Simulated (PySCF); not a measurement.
H₃IO₃Sn, SMILES [OH][Sn]([OH])([OH])[I].

The structure is a stationary point at B3LYP-D3(BJ)/def2-SVP. The geometry has at least one imaginary mode, so it is a saddle point at that level. The structure was generated by enumeration; whether it is a known compound was not checked. The def2 effective core potentials stand for the cores of I, Sn; spin–orbit coupling is left out. The values are those of a single conformer.

Two levels are set side by side: PBE/def2-TZVP (PySCF) and CAM-B3LYP/def2-TZVP (PySCF). Same geometry, gas phase. Differences are taken from unrounded values.

| quantity | CAM-B3LYP | PBE | PBE minus CAM-B3LYP |
|---|---|---|---|
| orbital gap (eV) | 7.69 | 3.42 | -4.27 |
| highest occupied level (eV) | -9.38 | -6.89 | 2.49 |
| lowest empty level (eV) | -1.69 | -3.47 | -1.78 |
| dipole moment (D) | 0.61 | 0.76 | 0.15 |
| mean polarisability (bohr³) | 79.9 | 85.1 | 5.2 |

Without exact exchange PBE keeps part of each electron's self-repulsion, which lifts occupied levels and narrows the gap. Loosely held outer electrons make PBE densities more polarisable. Differences between two approximate levels are no errors against the true value.

Rough cost on one machine, each run with all the roots and properties that it gave: CAM-B3LYP against PBE within a factor of 2.
